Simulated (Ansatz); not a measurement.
System: CRe, net charge 0, quartet state. The spin state was set by rule; other spins were not relaxed. 
Structure (B3LYP-D3(BJ)/def2-TZVP (Ansatz, a quantum-chemistry and plane-wave program) minimum search):
SMILES: [C][Re]
```xyz
2

Re     0.0000     0.0000    -0.1255
C      0.0000     0.0000     1.5688
```
Charge 0, spin multiplicity 4.

Parts of the frozen-core correlation energy in def2-SVP (Ansatz, hartree). Frozen orbitals: 5; correlated occupied orbitals by spin: 7 and 4; virtual: 34 and 37. UHF or UKS for open shells. Spin-orbit coupling is left out. In def2 rows, elements after Kr have scalar-relativistic effective core potentials.

| term | value |
|---|---|
| reference (HF) | -115.23058 |
| MP2 opposite-spin | -0.13715 |
| MP2 same-spin | -0.09655 |
| CCSD correlation | -0.27658 |
| (T) | -0.01501 |
| CCSDT minus CCSD(T) | -0.00196 |
| T1 diagnostic | 0.106 |
| largest doubles amplitude | 0.092 |
| <S^2> of the reference | 4.947 |
